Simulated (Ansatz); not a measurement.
Reaction (substitution at a C–S bond): `CSC1CCCC1` + H₂S → `SC1CCCC1` + CH₃SH

Isolated molecules relaxed with PBE0-D4/def2-TZVP in Ansatz; ΔE leaves out vibrations. CCSD(T)/CBS adds triple-zeta CCSD(T) − MP2 to the extrapolated MP2 energy (def2 sets, frozen cores). This one scheme is used for every species. Functionals use def2-TZVPP. Each species was taken in one conformer, which may not be the lowest.

**Question.** Is it downhill or uphill in electronic energy at CCSD(T)/CBS, and by how much? (An estimate is asked.)

**Answer.** Ansatz gave: Uphill: ΔE = +2.6 kcal/mol.

**Question.** What do these levels give: revPBE-D4, B97M-V, BLYP, SCS-MP2/def2-TZVPP, HF/CBS(def2), MP2/CBS(def2)? (Best estimate.)

**Answer.** The calculation gave: revPBE-D4 2.6, B97M-V 2.3, BLYP 0.8, SCS-MP2/def2-TZVPP 2.3, HF/CBS(def2) 0.6, MP2/CBS(def2) 3.0 kcal/mol.

Largest T1 diagnostic among the species: 0.009.

Leaving LDA and LC-ωPBE aside and taking each functional with its dispersion term where it has one, the values, not all of them listed here, spread over 0.9 kcal/mol, from B2PLYP to revPBE-D4. LDA lies +1.3 kcal/mol from PBE without D4. In def2-TZVPP, CCSD(T) changes the Hartree–Fock value by +1.8 kcal/mol (the triples alone add +0.3 kcal/mol) and MP2 by +2.3 kcal/mol. The D4 term adds +1.2 kcal/mol with B3LYP and +0.8 kcal/mol with PBE0; it sums over pairs of atoms, weighted by their polarisabilities, and B3LYP, whose exchange is more repulsive, gets the larger term.

B3LYP here is the variant with VWN-RPA as its local correlation; programs differ in this.
